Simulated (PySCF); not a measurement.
# How methods differ on the ionisation energy of Sc²⁺

Sc²⁺ [Ar] 3d1 (2D) → Sc³⁺ [Ar] (1S), as a difference of total energies. All numbers are calculated (PySCF 2.14, scalar relativity by spin-free X2C-1e, in aug-cc-pwCVTZ-DK with one added diffuse shell each of s, p, d, f, g type (11s10p8d5f4g, 152 functions)). Correlated levels: valence and next inner shell: [Ne] frozen; nothing frozen. The calculations carry no spin-orbit coupling.

```json
{"method": "UHF", "ionisation energy (eV)": "23.859"}
{"method": "LDA", "ionisation energy (eV)": "25.367"}
{"method": "PBE", "ionisation energy (eV)": "25.321"}
{"method": "PBE0", "ionisation energy (eV)": "25.182"}
{"method": "r2SCAN", "ionisation energy (eV)": "25.116"}
{"method": "MP2 (valence and next inner shell)", "ionisation energy (eV)": "24.506"}
{"method": "SCS-MP2 (valence and next inner shell)", "ionisation energy (eV)": "24.446"}
{"method": "MP2 (all electrons)", "ionisation energy (eV)": "24.525"}
{"method": "SCS-MP2 (all electrons)", "ionisation energy (eV)": "24.457"}
```

Task: How much does correlation contribute at MP2 (all electrons)?

Result: 24.525 − (23.859) = 0.666 eV, measured against UHF.

A first-order spin-orbit estimate (lowest level to lowest level, LS coupling) adds 0.019 eV.

For comparison: 24.757 eV (measured; NIST Atomic Spectra Database, ionization energies).
